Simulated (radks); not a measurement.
Mo IV, configuration [Kr] 4d2 5s1 (not the ground configuration). Calculated with a radial shooting solver on a logarithmic mesh with Libxc functionals: Dirac Kohn-Sham, PBEsol, spin-unpolarised, spherical densities, finite nucleus; open shells fill j = l - 1/2 first; Fermi nuclear charge, rms radius 4.4091 fm. Some entries of the table are withheld. Estimate them.

| orbital | occ. | eigenvalue (hartree) | <1/r> (bohr^-1) |
|---|---|---|---|
| 1s1/2 | 2 | -729.0217 | 43.53 |
| 2s1/2 | 2 | -104.1578 | 9.907 |
| 2p1/2 | 2 | -95.94926 | 9.886 |
| 2p3/2 | 4 | -92.03745 | 9.413 |
| 3s1/2 | 2 | (1) | 3.389 |
| 3p1/2 | 2 | -15.74804 | (2) |
| 3p3/2 | 4 | -15.10320 | (3) |
| 3d3/2 | 4 | (4) | (5) |
| 3d5/2 | 6 | (6) | (7) |
| 4s1/2 | 2 | -3.69525 | 1.256 |
| 4p1/2 | 2 | -2.78839 | 1.143 |
| 4p3/2 | 4 | -2.69075 | 1.112 |
| 4d3/2 | 2 | -1.33840 | 0.8475 |
| 4d5/2 | 0 | -1.32700 | 0.8408 |
| 5s1/2 | 1 | -1.04532 | 0.4973 |

Answer. 
(1) 3s1/2 eigenvalue (hartree): -18.87049
(2) 3p1/2 <1/r> (bohr^-1): 3.289
(3) 3p3/2 <1/r> (bohr^-1): 3.175
(4) 3d3/2 eigenvalue (hartree): -9.57998
(5) 3d3/2 <1/r> (bohr^-1): 2.988
(6) 3d5/2 eigenvalue (hartree): -9.45776
(7) 3d5/2 <1/r> (bohr^-1): 2.958
